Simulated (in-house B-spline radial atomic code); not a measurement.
Results of a calculation; reference values are marked as such.
**Making a Troullier-Martins d channel for Cu, r_c = 2.51 bohr**

Cu, [Ar] 3d10 4s1, non-relativistic PBE, spherical and spin-unpolarised, from an all-electron radial atomic-structure program (B-spline basis) (atomic units). The all-electron 3d level is ε = -0.191591 hartree and its outer maximum at 0.60 bohr.

Inside r_c the pseudo-orbital is u(r) = r^3 exp(p(r)), with p = c0 + c2 r² + c4 r⁴ + … + c12 r¹². The seven coefficients follow from p and its first four derivatives at r_c, from zero curvature of the screened potential at the origin, c4 = −c2²/(2l + 5), and from the norm inside r_c. At r_c the all-electron orbital has P = 0.2406445, P' = -0.1780598, the screened potential V = -0.3595442, V' = 0.2996374, V'' = -0.3915376, and the norm inside is Q = 0.9590899.

(1) What are p, p' and p'' at r_c?

For a trial c2 the five matching conditions are linear in c0, c6, c8, c10 and c12, and c2 is varied until the norm inside r_c equals Q. The root nearest zero gives:

```json
{"n": "0", "c_n": "1.561969"}
{"n": "2", "c_n": "-1.411185"}
{"n": "4", "c_n": "-0.2212715"}
{"n": "6", "c_n": "0.1527055"}
{"n": "8", "c_n": "-0.02918885"}
{"n": "10", "c_n": "0.002512831"}
{"n": "12", "c_n": "-8.341178e-05"}
```

(2) Check c4 and p(r_c), and find the screened pseudopotential at the origin.

Orbitals and screened potentials:

```tsv
r (bohr)	P	u	V all-electron	V pseudo
0.251	0.5364	0.06893	-54.61	-10.04
0.628	0.9743	0.6597	-9.764	-9.12
1.004	0.7959	1.057	-3.146	-5.804
1.38	0.5863	0.7929	-1.416	-1.681
1.757	0.4301	0.4779	-0.7899	0.1512
2.133	0.3198	0.3222	-0.509	-0.1049
2.51	0.2406	0.2406	-0.3595	-0.3595
```

Logarithmic derivatives P'/P at R = 2.81 bohr, for energies E around ε:

```json
{"E − ε (hartree)": "-0.5", "all-electron": "1.25112", "pseudo": "1.31075"}
{"E − ε (hartree)": "-0.25", "all-electron": "0.978585", "pseudo": "1.04629"}
{"E − ε (hartree)": "-0.1", "all-electron": "0.636928", "pseudo": "0.693997"}
{"E − ε (hartree)": "0", "all-electron": "-0.721666", "pseudo": "-0.721663"}
{"E − ε (hartree)": "0.1", "all-electron": "1.72704", "pseudo": "2.02726"}
{"E − ε (hartree)": "0.25", "all-electron": "1.00184", "pseudo": "1.21141"}
{"E − ε (hartree)": "0.5", "all-electron": "0.58558", "pseudo": "0.838066"}
```

## Answers

(1) p = ln(P/r_c^3) = ln(0.2406445/15.8133) = -4.18528. p' = P'/P − 3/r_c = -0.73993 − 1.19522 = -1.93515. The radial equation gives p'' = 2(V − ε) − 2(3) p'/r_c − p'² = -0.33591 − (-4.62585) − 3.74480 = 0.54515. Differentiating, p''' = 2V' + 2(3)p'/r_c² − 2(3)p''/r_c − 2p'p'' = -0.43695, and p'''' = 2V'' − 4(3)p'/r_c³ + 4(3)p''/r_c² − 2(3)p'''/r_c − 2p''² − 2p'p''' = 0.48279.

(2) −c2²/9 = -0.221271, as listed. The terms c_n r_c^n are 1.56197, -8.89061, -8.78254, 38.18536, -45.98400, 24.94023, -5.21569, which sum to -4.18528. Inverting the radial equation, V_l(r) = ε + 3 p'/r + (p'' + p'²)/2, so V_l(0) = ε + (2l + 3) c2 = -0.191591 + 7 × (-1.41119) = -10.0699 hartree, finite where the all-electron potential diverges.
